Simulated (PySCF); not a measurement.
# Spin states of KP

Unrestricted PBE0; basis K def2-TZVPP, P def2-TZVPP; no relativity; PySCF 2.14. Outer shells of the fragments: K 4s1; P 3s2 3p3.

Followed along the bond (rough minima from three points):

```csv
2Ms+1,unpaired,⟨S²⟩ at the start,R at minimum (Å),Te (eV)
3,π ↑↑,2.02,3.05,0.00
1,π ↑↓,1.01,3.04,0.31
3,"σ ↑, π ↑",2.01,2.85,0.36
1,"σ ↓, π ↑",1.01,2.86,0.67
1,none,0.00,3.03,1.41
```

Solutions found at the starting distance of 3.010 Å, counted from the lowest of them; the search is not exhaustive and high or unbound solutions are not listed, so other states can lie among these:

| 2Ms+1 | unpaired | term | E (eV) | ⟨S²⟩ | ⟨Lz²⟩ | μ (D) |
| --- | --- | --- | --- | --- | --- | --- |
| 3 | π ↑↑ | ³Σ⁻ | 0.00 | 2.02 | 0.00 | -9.24 |
| 1 | π ↑↓ | mixed | 0.31 | 1.01 | 2.03 | -9.43 |
| 3 | σ ↑, π ↑ | ³Π | 0.40 | 2.01 | 1.02 | -10.58 |
| 1 | σ ↓, π ↑ | mixed | 0.70 | 1.01 | 1.02 | -10.53 |
| 1 | none | mixed | 1.41 | 0.00 | 2.01 | -9.47 |
| 5 | σ ↑↑, π ↑↑ | ⁵Σ⁻ | 1.65 | 6.00 | 0.00 | 2.99 |
| 3 | σ ↑↑, π ↑↓ | mixed | 2.33 | 3.02 | 2.03 | 3.11 |
| 1 | σ ↓↓, π ↑↑ | mixed | 2.34 | 2.02 | 0.00 | 3.26 |
| 5 | σ ↑, π ↑↑↑ | ⁵Π | 3.05 | 6.00 | 1.00 | 1.17 |
| 3 | σ ↑, π ↑ | ³Π | 3.37 | 2.01 | 1.01 | 2.92 |
| 1 | σ ↓, π ↑ | mixed | 3.39 | 1.01 | 1.01 | 3.13 |
| 3 | σ ↑↑ | mixed | 3.57 | 2.01 | 2.01 | 3.06 |
| 3 | σ ↑, π ↑↑↓ | mixed | 3.71 | 3.02 | 3.03 | 1.17 |
| 5 | σ ↑, π ↑↑, δ ↑ | ⁵Δ | 4.35 | 6.00 | 4.00 | 0.44 |

A term symbol is given only where ⟨S²⟩ and ⟨Lz²⟩ are close to those of a pure state; real π, δ and φ orbitals otherwise mix terms. A positive dipole means K(−)P(+).

Counting both spins, an empty level lies below a filled one in some of these solutions, because spin and occupation are held.
